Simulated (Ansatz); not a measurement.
```yaml
crystal:
  periodic: [false, false, false]
  atoms:
    - {symbol: C, position_ang: [-0.173515, 0.737582, -0.434795]}
    - {symbol: N, position_ang: [0.195905, -0.186356, -0.344474]}
    - {symbol: In, position_ang: [0.134074, -0.762116, 0.866088]}
    - {symbol: H, position_ang: [-0.496804, 0.915096, 0.121376]}
    - {symbol: H, position_ang: [-0.701017, 0.758316, -1.051835]}
    - {symbol: H, position_ang: [0.356518, 1.079119, -0.723943]}
    - {symbol: H, position_ang: [0.335986, -0.437824, -0.772509]}
    - {symbol: H, position_ang: [0.543862, -1.683695, 0.752244]}
    - {symbol: H, position_ang: [-0.349839, -0.276272, 1.762065]}
basis:
  gaussian: {orbitals: def2-TZVPP}
hamiltonian: {xc: {name: PBEsol}, pseudopotentials: {relativity: scalar}}
output: {forces: true}
```

```sh
$ ansatz run in.yaml --threads 2 --pin off --events-out ev --progress --plain --max-ram 32768MiB --backend cpu
```

Shortened log:

```
Functional definition: PBEsol
1077 factors; their error is unknown
mean field evaluation 1: about -7660.7231 eV, gradient 1.6e2 eV
mean field evaluation 2: about -7427.4146 eV, gradient 3.3e2 eV
mean field evaluation 4: about -7699.2074 eV, gradient 3.6e1 eV
mean field evaluation 8: about -7700.8121 eV, gradient 1.5e-1 eV
mean field evaluation 16: about -7700.8299 eV, gradient 2.5e-3 eV
mean field -7700.82991984 eV, -283.0002797441 hartree, gradient 1.5e-5 eV, S^2 0.000000; 0 other end points of the search recorded, 0 dependent functions left out
reference -7700.82997876 eV, -283.0002819096 hartree; 20, 20 occupied and 176, 176 virtual orbitals, 1077 factors
Total energy: -7700.82997876 eV, -283.0002819096 hartree
Relativity: scalar
Atom 0 at    -0.173515     0.737582    -0.434795 Å, force   -15.782736    15.711408   -22.218512 eV/Å
Atom 1 at     0.195905    -0.186356    -0.344474 Å, force   -16.517509    44.648694    65.353390 eV/Å
Atom 2 at     0.134074    -0.762116     0.866088 Å, force    -7.983222    -7.821837    52.177259 eV/Å
Atom 3 at    -0.496804     0.915096     0.121376 Å, force   -26.804309    19.445789    44.877856 eV/Å
Atom 4 at    -0.701017     0.758316    -1.051835 Å, force   -15.857787     2.095707   -16.773803 eV/Å
Atom 5 at     0.356518     1.079119    -0.723943 Å, force    34.891523    28.239256   -18.188496 eV/Å
Atom 6 at     0.335986    -0.437824    -0.772509 Å, force    41.325276   -71.753086  -123.653600 eV/Å
Atom 7 at     0.543862    -1.683695     0.752244 Å, force    19.163504   -43.413643    -4.761251 eV/Å
Atom 8 at    -0.349839    -0.276272     1.762065 Å, force   -12.434741    12.847712    23.187156 eV/Å
Dipole moment:    -0.043321     0.440154    -0.630737 e Å
```

(1) What is wrong with this run?

Answers

(1) The geometry is squeezed to about two thirds of its size. The calculation finished and met its thresholds. The result belongs to that input, not to the molecule as meant.
